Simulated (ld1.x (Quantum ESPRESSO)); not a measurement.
# Which change was made? (Ge, TM)

| Item | Value |
| --- | --- |
| Element | germanium (Ge) |
| Generator | ld1.x (Quantum ESPRESSO) 7.5 |
| Type | norm-conserving Troullier–Martins (Kleinman–Bylander form) |
| Functional | BLYP |
| Relativity | scalar-relativistic |
| Frozen core | [Ar] 3d10 |
| Valence charge | 4 |
| Reference configuration | 4s1.5 4p2.5 |
| Partial waves | 4p (bound): rc 1.90 bohr; 4s (bound): rc 1.50 bohr |
| Local potential | the s channel |
| Core correction | none |

Cutoffs, loose and tight: the cutoffs (Ry, on a coarse ladder) from which the occupation-weighted sum of valence levels, in a spherical-Bessel basis at the reference potential, stays within 10 and 1 mRy of its value at 400 Ry. They do not see the model core or the augmentation charge, which bear on the density cutoff. Test errors are all-electron minus pseudo excitation energies from the reference, over the configurations 4s2 4p2; 4s2 4p1; 4s2 4p0; 4s1 4p2; 4s1 4p0; 4s2 4p1.5; 4s1 4p3; variants that change the core or the reference have their own tests.

The base gives: outcome: generated; cutoff, loose: 25 Ry; cutoff, tight: 45 Ry; bound ghosts: none; largest test error (meV): +346.

(1) After one change the result is: outcome: generated; cutoff, loose: 180 Ry; cutoff, tight: over 300 Ry; bound ghosts: p; largest test error (meV): -277. Which change was it?
A. wave 4s (bound): rc 1.50 bohr becomes 4s (bound): rc 0.98 bohr
B. wave 4s (bound): rc 1.50 bohr becomes 4s (bound): rc 1.18 bohr
C. wave 4s (bound): rc 1.50 bohr becomes 4s (bound): rc 2.28 bohr
D. wave 4s (bound): rc 1.50 bohr becomes 4s (bound): rc 1.84 bohr

## Answers

(1) A. The others give: wave 4s (bound): rc 1.50 bohr becomes 4s (bound): rc 2.28 bohr → outcome: generated; cutoff, loose: 15 Ry; cutoff, tight: 30 Ry; bound ghosts: none; largest test error (meV): +390 | wave 4s (bound): rc 1.50 bohr becomes 4s (bound): rc 1.18 bohr → outcome: generated; cutoff, loose: 55 Ry; cutoff, tight: 230 Ry; bound ghosts: p; largest test error (meV): +388 | wave 4s (bound): rc 1.50 bohr becomes 4s (bound): rc 1.84 bohr → outcome: generated; cutoff, loose: 21 Ry; cutoff, tight: 40 Ry; bound ghosts: none; largest test error (meV): +347.
